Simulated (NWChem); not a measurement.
GaCl, singlet; SMILES [Cl][Ga]

```xyz
2

Ga     0.0000     0.0000    -0.8109
Cl     0.0000     0.0000     1.4436
```
Atoms are numbered in this order, from 1.

Program: NWChem. Low-valent species are run as closed-shell singlets; no triplet was tried in these runs. Coordinates come from a B3LYP/6-31G* (spherical d) optimisation. Vzz is the largest principal value of the second derivative of the potential at the nucleus (NWChem prints the opposite sign); η is the asymmetry. Non-relativistic.

Q: Estimate the computed values for CAM-B3LYP/def2-SVP. Quantities: Vzz Ga1 (a.u.); η Ga1; Vzz Cl2 (a.u.); η Cl2.

A: 
```yaml
Vzz Ga1 (a.u.): -1.798
"η Ga1": 0.00
Vzz Cl2 (a.u.): 0.790
"η Cl2": 0.00
```
